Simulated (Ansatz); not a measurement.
Compare A (`BCBCC`) with its isomer B (`BB(C)CC`).

Calculated with Ansatz (gas phase, PBE0-D4/def2-TZVP geometries, no zero-point term in ΔE). CCSD(T)/CBS adds triple-zeta CCSD(T) − MP2 to the extrapolated MP2 energy (def2 sets, frozen cores). Functionals use def2-TZVPP. B3LYP here is the variant with VWN-RPA as its local correlation; programs differ in this. Each species was taken in one conformer, which may not be the lowest.

Q: Which isomer does CCSD(T)/CBS put lower? Give the gap. (Best estimate.)

A: Computed: A, by 7.5 kcal/mol.

Q: Give E(B) − E(A) in kcal/mol with B3LYP-D4, ωB97M-V, HF/def2-TZVPP, CCSD(T)/def2-TZVPP, PBE0-D4, r2SCAN-D4, B2PLYP. (Estimate.)

A: The calculation gave: B3LYP-D4 6.5, ωB97M-V 7.9, HF/def2-TZVPP 7.9, CCSD(T)/def2-TZVPP 7.5, PBE0-D4 6.6, r2SCAN-D4 6.6, B2PLYP 7.6. None reverses the order clearly.

Largest T1 diagnostic: 0.011.
